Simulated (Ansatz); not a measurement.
Consider the cleavage of the B–Si bond: `CB[SiH](C)F` + HCl → `CBCl` + `C[SiH2]F`.

Gas-phase electronic energies from Ansatz, PBE0-D4/def2-TZVP geometries. CBS: MP2 limit from def2 TZ/QZ plus the TZ coupled-cluster correction, frozen cores. This one scheme is used for every species. DFT in def2-TZVPP. Each species was taken in one conformer, which may not be the lowest.

`CB[SiH](C)F`:

Z-matrix (Å, degrees):
```
C
B 1 1.554
H 1 1.104 2 104.0
H 1 1.094 2 113.5 3 -113.2
H 1 1.092 2 116.9 3 117.4
Si 2 2.014 1 121.1 3 -103.3
H 2 1.201 1 117.9 3 75.0
F 6 1.613 2 112.2 1 169.8
C 6 1.868 2 111.3 1 -69.1
H 6 1.494 2 110.1 1 51.9
H 9 1.094 6 110.3 2 60.0
H 9 1.092 6 111.4 2 -60.1
H 9 1.092 6 110.6 2 179.5
```

HCl:

Z-matrix (Å, degrees):
```
Cl
H 1 1.279
```

`CBCl`:

Cartesian coordinates in Å:
```
C 0.323 -0.510 0.394
B -0.306 0.657 -0.407
Cl -1.663 0.407 -1.484
H -0.161 -1.476 0.254
H 0.328 -0.259 1.461
H 1.382 -0.597 0.119
H 0.097 1.779 -0.337
```

`C[SiH2]F`:

Z-matrix (Å, degrees):
```
C
Si 1 1.853
H 1 1.094 2 110.1
H 1 1.092 2 111.0 3 -119.6
H 1 1.092 2 111.1 3 119.7
F 2 1.604 1 109.4 3 179.8
H 2 1.485 1 111.5 3 61.3
H 2 1.485 1 111.5 3 -61.7
```

CCSD(T)/CBS gives -1.34 eV.

(1) Another level gave -1.47 eV. Which?
A. B2PLYP/def2-TZVPP
B. PBE0-D4/def2-TZVPP
C. CCSD/def2-TZVPP
D. HF/def2-TZVPP

Largest T1 diagnostic among the species: 0.011.

## Answers

(1) D. HF/def2-TZVPP -1.47, CCSD/def2-TZVPP -1.35, PBE0-D4 -1.30, B2PLYP -1.41 eV.

The D4 term adds +0.05 eV with B3LYP and +0.03 eV with PBE0; it sums over pairs of atoms, weighted by their polarisabilities, and B3LYP, whose exchange is more repulsive, gets the larger term.

B3LYP here is the variant with VWN-RPA as its local correlation; programs differ in this.
